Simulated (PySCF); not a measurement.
Computed spin Hamiltonian

C₇H₈ClO (doublet state).
Structure used (GFN2-xTB), in Å, numbered top down from 1:
```xyz
17
C7H8ClO angstrom
C     -1.8230    1.3190   -0.4877
C     -1.5675    0.2238    0.1474
C     -0.5002   -0.7112    0.4970
C     -0.9021   -2.1580    0.1829
C      0.7806   -0.3610   -0.2594
O      2.0321   -0.7278    0.3497
C      1.7301    0.5816    0.2636
C      2.2061    1.7591    0.5796
Cl     1.3273    3.1972    0.2071
H     -1.0696    1.9156   -1.0066
H     -2.8188    1.7351   -0.5340
H     -0.2913   -0.6235    1.5710
H     -1.7700   -2.4388    0.7733
H     -0.0819   -2.8322    0.4173
H     -1.1510   -2.2579   -0.8714
H      0.7422   -0.5248   -1.3327
H      3.1499    1.9157    1.0729
```

The hyperfine couplings belong to this conformer and change with its torsions.

As a line formula: `C=[C][C@@H](C)[C@@H]1O/C1=C/Cl` [radical].

Theory: PySCF, UKS B3LYP, pcH-1 on C Cl H O, non-relativistic, mean-field spin-orbit, GIAO. Isolated species at its GFN2-xTB geometry (one conformer only). Couplings are sensitive to structure, and on GFN2-xTB geometries they can be far from those on DFT ones. The SCF solution wasn't tested for stability.

- g1, g2, g3: 2.00162, 2.00222, 2.00304
- g_iso: 2.00229
- Form of g: rhombic: the two nearest values differ by 42 % of g3 − g1
- ⟨S²⟩: 0.7583 (exact 0.7500)
- α and β electrons: 38, 37
- Total energy: -806.83115 Eh
- Basis functions: 315

Hyperfine couplings atom by atom, in mT; T1 to T3 are the principal values of the dipolar part; ρ(0) is the spin density at the nucleus (MHz turned into mT with g_iso):

| atom | isotope | a_iso | of which spin–orbit | T1 | T2 | T3 | Mulliken spin population | ρ(0) (bohr⁻³) |
| --- | --- | --- | --- | --- | --- | --- | --- | --- |
| C1 | 13C | -0.41 | 0.00 | -0.63 | 0.07 | 0.56 | -0.16 | -0.0103 |
| C2 | 13C | 9.92 | 0.00 | -2.89 | -2.17 | 5.06 | 0.99 | 0.2474 |
| C3 | 13C | 0.56 | 0.00 | -0.16 | -0.14 | 0.30 | -0.04 | 0.0140 |
| C4 | 13C | 0.85 | 0.00 | -0.07 | -0.07 | 0.14 | 0.01 | 0.0212 |
| C5 | 13C | 2.89 | 0.00 | -0.18 | -0.17 | 0.35 | 0.05 | 0.0720 |
| O6 | 17O | -0.20 | 0.00 | -0.30 | 0.14 | 0.16 | 0.02 | 0.0091 |
| C7 | 13C | -0.06 | 0.00 | -0.02 | -0.01 | 0.03 | 0.00 | -0.0016 |
| C8 | 13C | 0.01 | 0.00 | -0.02 | 0.00 | 0.02 | 0.00 | 0.0002 |
| Cl9 | 35Cl | 0.02 | 0.00 | -0.01 | -0.01 | 0.02 | 0.00 | 0.0013 |
| H10 | 1H | 6.66 | 0.00 | -0.17 | -0.06 | 0.23 | 0.09 | 0.0418 |
| H11 | 1H | 4.40 | 0.00 | -0.23 | -0.19 | 0.42 | 0.05 | 0.0276 |
| H12 | 1H | 0.55 | 0.00 | -0.24 | -0.17 | 0.41 | 0.01 | 0.0034 |
| H13 | 1H | -0.05 | 0.00 | -0.17 | -0.10 | 0.27 | 0.00 | -0.0003 |
| H14 | 1H | 0.04 | 0.00 | -0.08 | -0.06 | 0.14 | 0.00 | 0.0002 |
| H15 | 1H | -0.05 | 0.00 | -0.13 | -0.11 | 0.24 | 0.00 | -0.0003 |
| H16 | 1H | -0.02 | 0.00 | -0.13 | -0.07 | 0.19 | 0.00 | -0.0001 |
| H17 | 1H | -0.01 | 0.00 | -0.02 | -0.02 | 0.04 | 0.00 | 0.0000 |

The largest Mulliken spin populations are on C2 (+0.99), C1 (-0.16) and H10 (+0.09). C2 is the only atom above +0.15. The positive populations add up to 1.21 and the negative ones to -0.21, together 2S = 1.

Axes: g2 points within 14° of the C1–H10 bond.

Under fast tumbling the dipolar parts average out, and these isotropic splittings remain: 1 × 1H (H10, I = 1/2, 2 lines) with 6.66 mT, 1 × 1H (H11, I = 1/2, 2 lines) with 4.40 mT and 1 × 1H (H12, I = 1/2, 2 lines) with 0.55 mT.

The 17O coupling of O6 (-5.5 MHz) shows only in satellite lines or after enrichment, since that isotope makes up about 0.038 % of natural oxygen.

The 13C coupling of C2 (278.0 MHz) shows only in satellite lines or after enrichment, since that isotope makes up about 1.07 % of natural carbon.

Examples of negative spin density at the nucleus (bohr⁻³): C1 (-0.0103) and C7 (-0.0016).
